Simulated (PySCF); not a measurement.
SMILES COBC(C)(C)C, GFN2-xTB optimised geometry.

```
20

B     -0.19    -0.74     0.00
H     -0.81    -1.75     0.00
O      1.13    -0.74     0.00
C      1.94    -1.89     0.00
H      2.57    -1.87    -0.89
H      2.58    -1.87     0.89
H      1.34    -2.80     0.00
C     -0.96     0.68     0.00
C     -1.86     0.77    -1.24
C     -1.84     0.78     1.25
C      0.02     1.86    -0.01
H     -2.41     1.71    -1.24
H     -2.58    -0.04    -1.25
H     -1.27     0.72    -2.15
H     -2.56    -0.04     1.28
H     -1.24     0.73     2.15
H     -2.39     1.72     1.25
H      0.66     1.83     0.87
H      0.65     1.83    -0.89
H     -0.53     2.80    -0.01
```

Density from CAM-B3LYP/def2-SVP (PySCF 2.14.0) at that geometry.

Minimum of the electron density along straight lines between bonded atoms, close to the bond critical point (lines longer than 1.1 times the sum of covalent radii, or with two minima, are not listed):

```json
[
 {"bond": "B1–H2", "length / Å": "1.186", "ρ at the minimum / e bohr⁻³": "0.176", "∇²ρ there / e bohr⁻⁵": "-0.13", "position (fraction from the first atom)": "0.43"},
 {"bond": "B1–O3", "length / Å": "1.325", "ρ at the minimum / e bohr⁻³": "___", "∇²ρ there / e bohr⁻⁵": "___", "position (fraction from the first atom)": "0.33"},
 {"bond": "O3–C4", "length / Å": "1.404", "ρ at the minimum / e bohr⁻³": "0.256", "∇²ρ there / e bohr⁻⁵": "-0.33", "position (fraction from the first atom)": "0.66"},
 {"bond": "C4–H5", "length / Å": "1.093", "ρ at the minimum / e bohr⁻³": "0.282", "∇²ρ there / e bohr⁻⁵": "-1.10", "position (fraction from the first atom)": "0.64"},
 {"bond": "C4–H6", "length / Å": "1.093", "ρ at the minimum / e bohr⁻³": "0.282", "∇²ρ there / e bohr⁻⁵": "-1.10", "position (fraction from the first atom)": "0.64"},
 {"bond": "C4–H7", "length / Å": "1.094", "ρ at the minimum / e bohr⁻³": "0.281", "∇²ρ there / e bohr⁻⁵": "-1.09", "position (fraction from the first atom)": "0.64"},
 {"bond": "B1–C8", "length / Å": "1.608", "ρ at the minimum / e bohr⁻³": "0.183", "∇²ρ there / e bohr⁻⁵": "___", "position (fraction from the first atom)": "0.33"},
 {"bond": "C8–C9", "length / Å": "1.537", "ρ at the minimum / e bohr⁻³": "0.239", "∇²ρ there / e bohr⁻⁵": "-0.54", "position (fraction from the first atom)": "0.49"},
 {"bond": "C8–C10", "length / Å": "1.537", "ρ at the minimum / e bohr⁻³": "0.239", "∇²ρ there / e bohr⁻⁵": "-0.54", "position (fraction from the first atom)": "0.49"},
 {"bond": "C8–C11", "length / Å": "1.532", "ρ at the minimum / e bohr⁻³": "0.243", "∇²ρ there / e bohr⁻⁵": "-0.55", "position (fraction from the first atom)": "0.49"},
 {"bond": "C9–H12", "length / Å": "1.089", "ρ at the minimum / e bohr⁻³": "0.275", "∇²ρ there / e bohr⁻⁵": "-1.01", "position (fraction from the first atom)": "0.62"},
 {"bond": "C9–H13", "length / Å": "1.088", "ρ at the minimum / e bohr⁻³": "0.277", "∇²ρ there / e bohr⁻⁵": "-1.02", "position (fraction from the first atom)": "0.63"},
 {"bond": "C9–H14", "length / Å": "1.088", "ρ at the minimum / e bohr⁻³": "0.277", "∇²ρ there / e bohr⁻⁵": "-1.01", "position (fraction from the first atom)": "0.62"},
 {"bond": "C10–H15", "length / Å": "1.088", "ρ at the minimum / e bohr⁻³": "0.277", "∇²ρ there / e bohr⁻⁵": "-1.02", "position (fraction from the first atom)": "0.63"},
 {"bond": "C10–H16", "length / Å": "1.088", "ρ at the minimum / e bohr⁻³": "0.277", "∇²ρ there / e bohr⁻⁵": "-1.01", "position (fraction from the first atom)": "0.62"},
 {"bond": "C10–H17", "length / Å": "1.089", "ρ at the minimum / e bohr⁻³": "0.275", "∇²ρ there / e bohr⁻⁵": "-1.01", "position (fraction from the first atom)": "0.62"},
 {"bond": "C11–H18", "length / Å": "1.087", "ρ at the minimum / e bohr⁻³": "0.277", "∇²ρ there / e bohr⁻⁵": "-1.02", "position (fraction from the first atom)": "0.63"},
 {"bond": "C11–H19", "length / Å": "1.087", "ρ at the minimum / e bohr⁻³": "0.277", "∇²ρ there / e bohr⁻⁵": "-1.02", "position (fraction from the first atom)": "0.63"},
 {"bond": "C11–H20", "length / Å": "1.089", "ρ at the minimum / e bohr⁻³": "0.275", "∇²ρ there / e bohr⁻⁵": "-1.00", "position (fraction from the first atom)": "0.62"}
]
```

Question: What belongs in the gaps?

Answer: 
- B1–O3, ρ at the minimum / e bohr⁻³: 0.215
- B1–O3, ∇²ρ there / e bohr⁻⁵: 1.37
- B1–C8, ∇²ρ there / e bohr⁻⁵: -0.30
